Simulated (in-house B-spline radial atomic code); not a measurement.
Er III (Er2+) is squeezed into an impenetrable sphere of radius R (the orbitals vanish at R). No spin polarisation. Method: scalar-relativistic (X2C) PBE, spherical fractional occupations, Fermi nucleus of rms radius 5.2516 fm. Calculated with a B-spline radial code for spherical atoms.

Energies in eV above the free ion in [Xe] 4f12:

```json
{"R (bohr)": "7.8", "highest level (eV)": "-17.4", "[Xe] 4f12": "0.0003204", "[Kr] 4d9 4f12 5s2 5p6 5f1": "182.4", "[Kr] 4d10 4f12 5s2 5p5 5d1": "27.84"}
{"R (bohr)": "6.1", "highest level (eV)": "-17.4", "[Xe] 4f12": "0.009087", "[Kr] 4d9 4f12 5s2 5p6 5f1": "184.7", "[Kr] 4d10 4f12 5s2 5p5 5d1": "27.93"}
{"R (bohr)": "4.88", "highest level (eV)": "-17.2", "[Xe] 4f12": "0.1228", "[Kr] 4d9 4f12 5s2 5p6 5f1": "189", "[Kr] 4d10 4f12 5s2 5p5 5d1": "28.44"}
{"R (bohr)": "4.37", "highest level (eV)": "-16.9", "[Xe] 4f12": "0.3988", "[Kr] 4d9 4f12 5s2 5p6 5f1": "192.4", "[Kr] 4d10 4f12 5s2 5p5 5d1": "29.19"}
{"R (bohr)": "3.44", "highest level (eV)": "-14.7", "[Xe] 4f12": "3.934", "[Kr] 4d9 4f12 5s2 5p6 5f1": "206.1", "[Kr] 4d10 4f12 5s2 5p5 5d1": "34.94"}
{"R (bohr)": "3.24", "highest level (eV)": "-13.6", "[Xe] 4f12": "6.569", "[Kr] 4d9 4f12 5s2 5p6 5f1": "212.1", "[Kr] 4d10 4f12 5s2 5p5 5d1": "38.5"}
{"R (bohr)": "2.68", "highest level (eV)": "-6.79", "[Xe] 4f12": "28.6", "[Kr] 4d9 4f12 5s2 5p6 5f1": "248.2", "[Kr] 4d10 4f12 5s2 5p5 5d1": "64.89"}
{"R (bohr)": "2.16", "highest level (eV)": "9.99", "[Xe] 4f12": "119", "[Kr] 4d9 4f12 5s2 5p6 5f1": "364.4", "[Kr] 4d10 4f12 5s2 5p5 5d1": "164"}
{"R (bohr)": "1.98", "highest level (eV)": "20.8", "[Xe] 4f12": "199.1", "[Kr] 4d9 4f12 5s2 5p6 5f1": "459.7", "[Kr] 4d10 4f12 5s2 5p5 5d1": "249.2"}
{"R (bohr)": "1.32", "highest level (eV)": "188", "[Xe] 4f12": "1610", "[Kr] 4d9 4f12 5s2 5p6 5f1": "2020", "[Kr] 4d10 4f12 5s2 5p5 5d1": "1696"}
```

(1) Does [Kr] 4d9 4f12 5s2 5p6 5f1 fall below [Xe] 4f12 under compression?

(2) Does [Kr] 4d10 4f12 5s2 5p5 5d1 fall below [Xe] 4f12 under compression?

The highest level is first positive in the row R = 2.16 bohr, pushed up by confinement above the zero of the free ion's potential. Each configuration is held fixed and needn't be the lowest in the sphere.

Answers

(1) No, it stays above over the whole range.

(2) No, it stays above over the whole range.
